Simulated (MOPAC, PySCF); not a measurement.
H₃BO₂, SMILES `OBO` (H–O–B–O torsion 0°, O–B–O–H torsion 180°), neutral singlet in the gas phase. 

Cartesian coordinates (Å):
SMILES: OBO
```xyz
6

O      1.3518     0.1532     0.0978
B      0.0187     0.3525    -0.0216
O     -0.8206    -0.7222    -0.0182
H      1.5761    -0.7796     0.1767
H     -0.3823     1.4765    -0.1271
H     -1.7436    -0.4803    -0.1076
```
Charge 0, spin multiplicity 1.

All levels are single points at this geometry (PBE0-D4/def2-TZVP); Pople sets use spherical d functions. Orbital energies aren't observables, and empty levels follow the basis.

BP86/6-31G* in PySCF gives HOMO (eV) = -7.32.

Problem. Estimate the HOMO (eV) from each of these levels: PBE-D3(BJ)/def2-TZVP in PySCF; PBE0-D4/def2-TZVP in PySCF; B3LYP/3-21G in PySCF; PBE/6-31G* in PySCF; PM6 in MOPAC.

Solution. 
| level | HOMO (eV) |
|---|---|
| PBE-D3(BJ)/def2-TZVP in PySCF | -7.72 |
| PBE0-D4/def2-TZVP in PySCF | -9.41 |
| B3LYP/3-21G in PySCF | -8.29 |
| PBE/6-31G* in PySCF | -7.19 |
| PM6 in MOPAC | -11.74 |
